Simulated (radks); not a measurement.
The numbers below are computed, except where a source is named.
Effect of the nuclear size on the mercury ion Hg55+, [Ar] 3d7. Code: a radial shooting solver on a logarithmic mesh with Libxc functionals. Model: Dirac Kohn-Sham, relativistic LDA (MacDonald-Vosko exchange, VWN5 correlation), spin-unpolarised, spherical densities, finite nucleus; open shells fill j = l - 1/2 first; Fermi nuclear charge, rms radius 5.4648 fm. The rms radius is varied about that value; shifts are against it.

rms radius (fm),total energy shift (eV),density at nucleus (e/bohr^3),1s1/2 shift (meV),2s1/2 shift (meV),3s1/2 shift (meV),3p1/2 shift (meV),3d5/2 shift (meV),4s1/2 (empty) shift (meV),4p1/2 (empty) shift (meV)
4.5194,-33.7,2.459e+06,-13500,-2030,-500,-19.4,16.0,-182,-8.30
5.0495,-15.3,2.35e+06,-6110,-920,-227,-8.79,7.23,-82.4,-3.77
5.4648,0,2.274e+06,0.000,0.000,0.000,0.000,0.000,0.000,0.000
5.984,20.1,2.191e+06,8040,1210,298,11.6,-9.51,108,4.97
6.3993,36.9,2.131e+06,14800,2220,548,21.4,-17.5,199,9.15

Slopes of the eigenvalues against <r^2> in GHz/fm^2, as finite differences over the two radii next to the reference (eigenvalue slopes, not the field-shift constants of lines): 1s1/2 332000, 2s1/2 50000, 3s1/2 12300, 3p1/2 478, 3d5/2 -393, 4s1/2 (empty) 4470, 4p1/2 (empty) 205.
